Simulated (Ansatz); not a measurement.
Abridged output of a molecular run in Ansatz:

```
Functional definition: HF
1275 factors; integrals over basis functions are off by at most 7.6e-4 eV
mean field evaluation 1: about -76608.3821 eV, gradient 2.9e1 eV
mean field evaluation 2: about -76608.6006 eV, gradient 2.9e1 eV
mean field evaluation 4: about -76610.7219 eV, gradient 3.0e0 eV
mean field evaluation 8: about -76610.7728 eV, gradient 2.2e-1 eV
mean field -76610.77322974 eV, -2815.3939875456 hartree, gradient 5.1e-6 eV, S^2 0.000000; 0 other end points of the search recorded, 0 dependent functions left out
16 core orbitals not correlated: weight in the atoms' cores, before any rotation towards them, 1.000 or more for the frozen orbitals, at most 0.000 for the correlated occupied ones
reference -76610.77322974 eV, -2815.3939875456 hartree; 17, 17 occupied and 175, 175 virtual orbitals, 1275 factors
second order -20.30356759 eV of doubles, -0.00000000 eV of singles
cycle   1  -20.54378299 eV  change   -2.4e-1 eV  update   1.0e-1
cycle   2  -21.07393831 eV  change   -5.3e-1 eV  update   3.0e-2
cycle   3  -21.18011675 eV  change   -1.1e-1 eV  update   1.7e-2
cycle   4  -21.16187210 eV  change    1.8e-2 eV  update   5.5e-3
cycle   5  -21.16000315 eV  change    1.9e-3 eV  update   2.8e-3
cycle   6  -21.16131325 eV  change   -1.3e-3 eV  update   9.9e-4
cycle   7  -21.16080498 eV  change    5.1e-4 eV  update   3.4e-4
cycle   8  -21.16078701 eV  change    1.8e-5 eV  update   1.2e-4
cycle   9  -21.16088379 eV  change   -9.7e-5 eV  update   4.8e-5
cycle  10  -21.16089684 eV  change   -1.3e-5 eV  update   1.6e-5
perturbative correction -0.73803340 eV, -0.0271222272 hartree
Total energy: -76632.67215998 eV, -2816.1987583884 hartree
```

Its atoms:

Z-matrix (Å, degrees):
```
Si
Se 1 2.276
F 1 1.597 2 110.1
H 1 1.478 2 109.8 3 -118.8
H 1 1.480 2 108.3 3 117.5
B 2 1.915 1 97.3 3 86.3
H 6 1.191 2 116.4 1 -178.9
H 6 1.191 2 120.8 1 1.5
```

Task: Which basis set was used?
A. def2-QZVPP
B. def2-TZVPP
C. def2-TZVPPD
D. cc-pV(Q+d)Z

Result: B. It gives 208 functions.

Task: Write the keys of the input that set method, charge and spin (a neutral closed shell needs none for the last two).

Result: 
```yaml
correlation: {method: ccsd_t}
```
